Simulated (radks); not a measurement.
Cd XXVIII, configuration [Ar] 3d2 4f1 (not the ground configuration). Calculated with a radial shooting solver on a logarithmic mesh with Libxc functionals: Dirac Kohn-Sham, PBE, spin-unpolarised, spherical densities, point nucleus; open shells fill j = l - 1/2 first.

Radial electron density D(r) = 4 pi r^2 rho(r):

```
   r/bohr * D(r) (the largest magnitude, 75.7, reaches the edge; | marks zero)
 0.002422 |    *
 0.003079 |      *
 0.003914 |         *
 0.004976 |             *
 0.006326 |                  *
 0.008106 |                        *
  0.01031 |                               *
   0.0131 |                                      *
  0.01665 |                                          *
  0.02117 |                                            *
  0.02691 |                                           *
  0.03421 |                                        *
  0.04349 |                                      *
  0.05529 |                                          *
  0.07029 |                                                 *
  0.08936 |                                                      *
   0.1136 |                                                *
   0.1444 |                                  *
   0.1836 |                        *
   0.2334 |                         *
   0.2967 |                            *
   0.3802 |                    *
   0.4833 |        *
   0.6144 |  *
    0.781 |*
   0.9929 *
    1.262 *
    1.605 *
```

D(r) has 3 maxima, at r = 0.0215, 0.0894, 0.285 bohr, and minima at 0.0421, 0.199 bohr, inside which lie 2.04, 10.75 electrons.
